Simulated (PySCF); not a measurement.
# How methods differ on the ionisation energy of Te⁴³⁺

Te⁴³⁺ [He] 2s2 2p5 [2p1/2^2 2p3/2^3, M_J = 3/2] → Te⁴⁴⁺ [He] 2s2 2p4 [2p1/2^2 2p3/2^2, M_J = 2], as a difference of total energies. All numbers are calculated (PySCF 2.14, the two-component X2C-1e Hamiltonian, in an uncontracted even-tempered set (17 s from 22 bohr⁻², ratio 2.4; 12 p from 29 bohr⁻², ratio 2.4; 5 d from 100 bohr⁻², ratio 2.6; 4 f from 160 bohr⁻², ratio 2.6)). Correlated levels: nothing frozen; the 26 highest virtual spinors dropped. "Screened" scales the spin-orbit matrix elements by Boettger's factors to mimic the two-electron term; Breit and QED terms are absent.

| method | ionisation energy (eV) |
| --- | --- |
| GHF (spin-free) | 7331.8 |
| GMP2 (spin-free) | 7333.4 |
| GHF (screened spin-orbit) | 7248.2 |
| GMP2 (screened spin-orbit) | 7249.7 |

For this ion Breit and QED terms and the two-electron picture change, all absent here, outweigh the correlation shift from GHF to GMP2.

The spin-free rows relax to the high-spin LS determinant and lack the spin-orbit shift.

The labels give the starting determinants; with spin-orbit coupling the two ends relaxed to ⟨J²⟩ = 3.75, ⟨L²⟩ = 2.01, ⟨S²⟩ = 0.76 and ⟨J²⟩ = 6.00, ⟨L²⟩ = 3.17, ⟨S²⟩ = 1.42.

For comparison: 7243 ± 4 eV (theoretical estimate listed by NIST; NIST Atomic Spectra Database, ionization energies).
